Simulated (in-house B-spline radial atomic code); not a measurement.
The numbers below are computed, except where a source is named.
## Correlation energy from the adiabatic connection: ω²r²/2, ω = 2.12

Two electrons in a singlet, external potential ω²r²/2, ω = 2.12 (atomic units). Full CI in B-splines (partial waves to l = 8, correlation up to 0.6 % small) with the density held fixed gives W(λ) = <V_ee>_λ − U, and E_c is the integral of W(λ) − W(0) from 0 to 1.

```json
{"λ": "0", "W(λ) − W(0) (hartree)": "0.00000"}
{"λ": "0.02", "W(λ) − W(0) (hartree)": "-0.00199"}
{"λ": "0.05", "W(λ) − W(0) (hartree)": "-0.00495"}
{"λ": "0.12", "W(λ) − W(0) (hartree)": "-0.01170"}
{"λ": "0.25", "W(λ) − W(0) (hartree)": "-0.02372"}
{"λ": "0.4", "W(λ) − W(0) (hartree)": "-0.03681"}
{"λ": "0.6", "W(λ) − W(0) (hartree)": "-0.05303"}
{"λ": "0.8", "W(λ) − W(0) (hartree)": "-0.06800"}
{"λ": "1", "W(λ) − W(0) (hartree)": "-0.08183"}
```

**Question.** Integrate the table by the trapezoid rule.

**Answer.** The strips give -0.00002, -0.00010, -0.00058, -0.00230, -0.00454, -0.00898, -0.01210, -0.01498, which sum to -0.04362 hartree. The direct value, W(1) − W(0) + T_c with T_c = 0.03813, is -0.04370; the curve is convex, so chords lie above it and the trapezoids fall short in size by 0.18 %.

**Question.** Now use only three numbers: W(0) = -1.1089, the initial slope W'(0) = -0.1001 (extrapolated from the first points) and the strong-coupling limit of the point-charge-plus-continuum model, W∞ = -1.5147. What do second-order theory and the interpolation W(λ) = W∞ + (W(0) − W∞)/√(1 + 2χλ) of Seidl, Perdew and Levy give?

**Answer.** Second order keeps the slope alone: E_c = W'(0)/2 = -0.05005, +15 % in size against -0.04370. Matching the slope fixes χ = W'(0)/(W∞ − W(0)) = -0.1001/(-0.40580) = 0.24667. Integrating, with s = √(1 + 2χ) = 1.222026, E_c = −(W(0) − W∞)(s − 1)/(s + 1) = −0.40580 × 0.222026/2.222026 = -0.04055 hartree, -7.2 % in size against the full result. At λ = 1 the formula gives W − W(0) = -0.07373 against -0.08183. Part of the miss can come from the model's W∞.
